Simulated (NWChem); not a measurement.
GaH, singlet; SMILES [GaH]

Results from NWChem. Pople sets run with spherical d functions. Low-valent species are run as closed-shell singlets; no triplet was tried in these runs. All runs use the structure optimised with PBE0/def2-SVP. Level PBE/6-31G*: single points from the atomic guess with DIIS by default; each run changes one setting, and all converged runs end within 0.3 mHa of each other. cgmin counts macro-iterations, each dearer than a DIIS step. NWChem's automatic level shift, which a small gap switches on, acted in some of these runs.

| setting | SCF iterations |
|---|---|
| defaults | 7 |
| level shift of 0.5 Ha throughout | 14 |
| quadratically convergent solver (cgmin) | 5 |
| 70 % damping for 30 cycles | 27 |
| no DIIS, 40 % damping | 13 |
| core-Hamiltonian guess | 18 |
